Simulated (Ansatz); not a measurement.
A structure relaxed at PBE0-D4/def2-SVP in Ansatz, charge 0, doublet:

```xyz
9

Au   -1.465    0.847    0.417
Au    0.520    0.616   -1.794
Au    0.548   -0.888    0.891
H    -0.969    1.358   -1.237
H     0.192    1.518   -3.066
H     1.661   -1.912    1.248
H    -1.903    0.385    1.883
H     1.288   -0.511   -0.659
H     0.128   -1.415    2.317
```

Give its formula.

the cluster H6Au3.

Summarise the bond lengths by kind (pairs closer than 1.2 times the sum of covalent radii, bridged metal pairs left out).

1 × Au–Au 2.70 Å; 8 × Au–H 1.55 to 1.80 Å.

In the def2 sets Au takes a core potential; there is no spin–orbit coupling. The relaxation made no stability test and no search for a lower SCF solution. No other spin state of charge 0 was run. Another isomer (doublet) lies 0.18 eV lower at PBE0-D4/def2-TZVP; other spin states weren't run for this one.
